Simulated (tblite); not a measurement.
Species: C8H9FN2.
Structure used (GFN2-xTB), in Å, numbered top down from 1:
```
atom  x, y, z in Å
C1     3.1574   -0.9519   -1.0403
C2     2.3648   -0.0521   -0.4705
C3     0.9213   -0.2271   -0.3546
N4     0.4111   -1.3443   -0.8563
N5    -0.8536   -1.6047   -0.8093
C6    -1.7097   -0.7626   -0.2552
C7    -3.1542   -1.1300   -0.2382
C8    -1.2411    0.4369    0.2947
F9    -2.1261    1.2891    0.8581
C10    0.1030    0.7501    0.2639
C11    0.6285    2.0233    0.8438
H12    4.2207   -0.8021   -1.1148
H13    2.7490   -1.8616   -1.4446
H14    2.7726    0.8617   -0.0636
H15   -3.7395   -0.3779   -0.7654
H16   -3.5185   -1.1759    0.7872
H17   -3.2829   -2.0957   -0.7164
H18   -0.1834    2.6126    1.2628
H19    1.1266    2.6121    0.0745
H20    1.3490    1.8109    1.6327
```

Computed with GFN2-xTB (tblite): harmonic, unscaled wavenumbers at the GFN2-xTB geometry, gas phase. The method is semi-empirical: single wavenumbers can be off by several per cent or more. One conformer, not necessarily the lowest.

Harmonic wavenumbers (cm⁻¹): 47.8, 62.7, 100.3, 112.9, 163.8, 188.8, 244.7, 253.0, 288.5, 321.5, 371.8, 463.8, 475.5, 503.0, 528.3, 561.8, 668.6, 685.8, 746.7, 769.0, 903.4, 906.7, 988.2, 1012.4, 1016.0, 1022.6, 1030.1, 1046.3, 1089.3, 1203.4, 1219.7, 1301.9, 1321.2, 1370.9, 1388.5, 1400.5, 1411.8, 1424.2, 1450.9, 1457.0, 1471.6, 1477.9, 1493.6, 1549.3, 1665.7, 3009.9, 3011.2, 3019.6, 3024.1, 3050.4, 3072.5, 3082.7, 3112.2, 3150.6.

A = 1894, B = 906.4, C = 617.7 MHz; mass 152.075 u (most abundant isotopes); point group Cs, symmetry number 1.

Task: What is the zero-point energy?

Result: Half the sum of the wavenumbers: 33357 cm⁻¹ = 95.37 kcal/mol.

Task: What is S at 350 K and 1 bar for an ideal gas of classical rigid rotors and harmonic oscillators?

Result: Translation 41.79, rotation 30.57, vibration 39.55: S = 111.9 cal/(mol K).

Task: And Cp and H(350 K) − H(0)?

Result: Cp = 47.96 cal/(mol K), of which vibrations give 40.01 (their classical limit is 54 R = 107.3); H(350 K) − H(0) = 10.00 kcal/mol without the zero-point energy, 7.22 from vibrations.

Task: How do the functions run with temperature in this model?

Result: 
| T (K) | S (cal/(mol K)) | Cp (cal/(mol K)) | H − H(0) (kcal/mol) | G − H(0) (kcal/mol) | ln q(vib) |
| --- | --- | --- | --- | --- | --- |
| 100 | 72.2 | 20.6 | 1.38 | -5.84 | 1.97 |
| 200 | 90.0 | 31.8 | 4.01 | -13.98 | 5.01 |
| 300 | 104.9 | 42.6 | 7.74 | -23.74 | 8.03 |
| 500 | 131.5 | 62.1 | 18.30 | -47.45 | 13.91 |
| 800 | 165.1 | 80.8 | 39.99 | -92.11 | 22.22 |
| 1000 | 184.0 | 88.6 | 56.97 | -127.07 | 27.33 |

q(vib) and H(0) count from the zero-point level.

Task: Blend soft modes into free rotors: weight 1/[1 + (100 cm⁻¹/ν̃)⁴] for the oscillator and the rest for a rotor with moment μB/(μ + B), μ = h/(8π²ν), B = 10⁻⁴⁴ kg m². What vibrational entropy results?

Result: 36.45 cal/(mol K) in place of 39.55, which changes −T·S at 350 K by +1.08 kcal/mol.

Task: Which modes carry the vibrational entropy at 350 K?

Result: 47.8 cm⁻¹: 5.22; 62.7 cm⁻¹: 4.69; 100.3 cm⁻¹: 3.76; 112.9 cm⁻¹: 3.53; 163.8 cm⁻¹: 2.81; 188.8 cm⁻¹: 2.54 cal/(mol K); the other 48 give 17.00 together.

Hindered rotation and anharmonicity are outside this model. Other conformers, if any are populated, would add a mixing term that is left out.

Run on an Arm Neoverse N1 with one thread, no GPU (shared host). The figure is for the frequency step alone.
